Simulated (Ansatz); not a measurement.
Gas-phase electronic energies from Ansatz, PBE0-D4/def2-TZVP geometries. CBS: MP2 limit from def2 TZ/QZ plus the TZ coupled-cluster correction, frozen cores. Each species was taken in one conformer, which may not be the lowest.

Consider the ligand exchange at a B–C bond: `B[C@@H](F)[C@H](O)F` + `CC(O)F` → `BOC(C)F` + `OC(F)CF`.

| level | ΔE (eV) |
| --- | --- |
| CCSD/def2-TZVPP | -1.50 |
| CCSD(T)/def2-TZVPP | -1.52 |

What does CCSD(T)/CBS give? (Estimate.)

The calculation gave: -1.49 eV. The listed levels differ from it by -0.01, -0.03 eV.

Largest T1 diagnostic among the species: 0.013.
